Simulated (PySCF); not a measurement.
SMILES c1cc(c(C#N)cc1)C=O, singlet, GFN2-xTB optimised geometry.

```
15

N     -2.17    -2.75     0.00
C     -1.53    -1.80     0.00
C     -0.79    -0.59     0.00
C     -1.49     0.62     0.00
C     -0.80     1.81     0.00
C      0.59     1.82     0.00
C      1.29     0.63     0.00
C      0.61    -0.59     0.00
C      1.37    -1.85     0.00
O      2.57    -1.92     0.00
H     -2.57     0.61     0.00
H     -1.34     2.75     0.00
H      1.13     2.76     0.00
H      2.37     0.61     0.00
H      0.73    -2.76     0.00
```

Density from PySCF with PBE0/def2-TZVP at that geometry.

Minimum of the electron density along straight lines between bonded atoms, close to the bond critical point (lines longer than 1.1 times the sum of covalent radii, or with two minima, are not listed):

```
bond    length / Å  ρ at the minimum / e bohr⁻³  ∇²ρ there / e bohr⁻⁵  position (fraction from the first atom)
------  ----------  ---------------------------  --------------------  ---------------------------------------
N1–C2        1.146                        0.500                     …                                     0.66
C2–C3        1.415                        0.294                 -0.88                                     0.54
C3–C4        1.394                        0.315                 -0.93                                     0.51
C4–C5        1.384                        0.323                 -0.97                                     0.50
C5–C6        1.388                        0.321                 -0.96                                     0.50
C6–C7        1.382                        0.324                 -0.97                                     0.50
C3–C8        1.405                        0.309                 -0.89                                     0.51
C7–C8        1.393                        0.317                 -0.94                                     0.50
C8–C9        1.473                        0.281                 -0.80                                     0.50
C9–O10       1.203                            …                     …                                     0.33
C4–H11       1.080                        0.290                 -1.05                                     0.65
C5–H12       1.080                        0.290                 -1.05                                     0.65
C6–H13       1.079                        0.290                 -1.05                                     0.65
C7–H14       1.080                        0.291                 -1.06                                     0.66
C9–H15       1.107                        0.281                 -1.00                                     0.66
```

What belongs in the gaps?


- N1–C2, ∇²ρ there / e bohr⁻⁵: -0.04
- C9–O10, ρ at the minimum / e bohr⁻³: 0.426
- C9–O10, ∇²ρ there / e bohr⁻⁵: 0.05
